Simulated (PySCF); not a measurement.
C5H6O, SMILES C1OC=CC1=C. Atoms are numbered in the order given.

```xyz
12

C      0.0352    -2.1526     0.0000
C      0.0558    -0.8089     0.0000
C      1.1972     0.1004     0.0000
C      0.7159     1.3612     0.0000
O     -0.6329     1.4575     0.0000
C     -1.1559     0.1128     0.0000
H      0.9631    -2.7288     0.0000
H     -0.9041    -2.7113     0.0000
H      2.2454    -0.1899     0.0000
H      1.2460     2.3143     0.0000
H     -1.7883    -0.0109    -0.8944
H     -1.7883    -0.0109     0.8944
```
Charge 0, spin multiplicity 1.

Geometry optimised at B3LYP-D3(BJ)/def2-SVP. The values are those of a single conformer.

These are PBE/def2-TZVP (PySCF) values and carry that method's errors.

Symmetry labels are those of the subgroup Cs that the program uses (full group Cs).

List the valence orbital energies around the gap with their symmetry. (Estimate from the structure and the level; the computed values follow.)


```
orbital  symmetry  energy (eV)
-------  --------  -----------
HOMO−7         A'       -10.86
HOMO−6         A'       -10.47
HOMO−5         A'        -9.58
HOMO−4         A'        -9.13
HOMO−3         A"        -8.61
HOMO−2         A'        -8.03
HOMO−1         A"        -7.37
HOMO           A"        -4.83
LUMO           A"        -1.46
LUMO+1         A"         0.69
LUMO+2         A'         0.90
LUMO+3         A'         1.13
```
